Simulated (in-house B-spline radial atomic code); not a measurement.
The magnesium ion Mg⁷⁺: [He] 2s2 2p1 (with a hole in an inner shell)

All numbers are computed (Dirac-Hartree-Fock, average of configuration; Fermi nucleus of rms radius 3.057 fm) with a radial B-spline atomic code at the basis-set limit, not measured.

Z_r = [3n² - l(l+1)]/(2<r>); Z_e = n√(-2ε); the last column is Slater's effective charge. Values are occupation-weighted means over j.

```json
{"shell": "1s", "electrons": "2", "ε (eV)": "-1588.8", "<r> (bohr)": "0.1293", "Z_r": "11.60", "Z_e": "10.81", "Slater": "11.70"}
{"shell": "2s", "electrons": "2", "ε (eV)": "-284.9", "<r> (bohr)": "0.5903", "Z_r": "10.16", "Z_e": "9.15", "Slater": "9.60"}
{"shell": "2p", "electrons": "1", "ε (eV)": "-266.54", "<r> (bohr)": "0.5213", "Z_r": "9.59", "Z_e": "8.85", "Slater": "9.60"}
```

The least bound orbital is 2p3/2 at -266.4 eV, while the most diffuse is 2s1/2 (<r> = 0.5903 bohr against 0.5217 bohr): energy order and size order differ.

Spin-orbit splittings of the orbital energies (j = l + 1/2 above j = l - 1/2 when positive): 2p 0.4545 eV.

For the 1s electron the small component carries 0.181 % of the norm, the zero-frequency Breit interaction raises the level by 0.6372 eV, self-energy by 0.2795 eV, and vacuum polarisation lowers it by 0.01619 eV.
